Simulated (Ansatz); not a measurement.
Consider the isomerisation: `CS[Si]O` → `C1O[SiH2]S1`.

Program: Ansatz. Geometries: PBE0-D4/def2-TZVP. ΔE: electronic, gas phase. CBS: MP2 limit from def2 TZ/QZ plus the TZ coupled-cluster correction, frozen cores. This one scheme is used for every species. Functionals use def2-TZVPP. B3LYP here is the variant with VWN-RPA as its local correlation; programs differ in this. Each species was taken in one conformer, which may not be the lowest.

Task: Is it downhill or uphill in electronic energy at CCSD(T)/CBS, and by how much? (Estimate.)

Result: Ansatz gave: Uphill: ΔE = +39.1 kJ/mol.

Task: What do these levels give: r2SCAN-D4, B3LYP-D4, B2PLYP, MP2/def2-TZVPP, SCS-MP2/def2-TZVPP, SCS-MP2/def2-QZVPP? (Estimate.)

Result: Computed: r2SCAN-D4 34.5, B3LYP-D4 50.0, B2PLYP 43.3, MP2/def2-TZVPP 31.2, SCS-MP2/def2-TZVPP 28.4, SCS-MP2/def2-QZVPP 28.9 kJ/mol.

Largest T1 diagnostic among the species: 0.014.

From PBE to PBE0 (25 % exact exchange), in def2-TZVPP and without D4, ΔE moves by −13.5 kJ/mol. In def2-TZVPP, CCSD(T) changes the Hartree–Fock value by +13.9 kJ/mol (the triples alone add +1.5 kJ/mol) and MP2 by +7.8 kJ/mol.
